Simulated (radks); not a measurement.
Problem. These are the eigenvalues of the occupied orbitals of an atom or ion with whole-number occupations (eV). All-electron calculation, non-relativistic Kohn-Sham, PBE, spin-unpolarised, spherical densities, point nucleus. Program: a radial shooting solver on a logarithmic mesh with Libxc functionals.

orbital  eigenvalue
1s        -5855.420
2s        -679.3532
2p        -580.4968
3s         -93.7135
3p         -66.1687
3d         -23.0002

Which element is it, and in what charge state? The configuration may be excited.

Solution. Z = 24, chromium, charge +2: Cr2+ in [Ar] 3d4. The list shows which subshells hold electrons but not how many an open one holds; the 1s level, -215.18 hartree, gives Z - s = 20.7 by -(Z - s)^2/2, which with screening narrows Z to a few neighbours, and the depths of the outer levels then fix element, charge and occupations together.
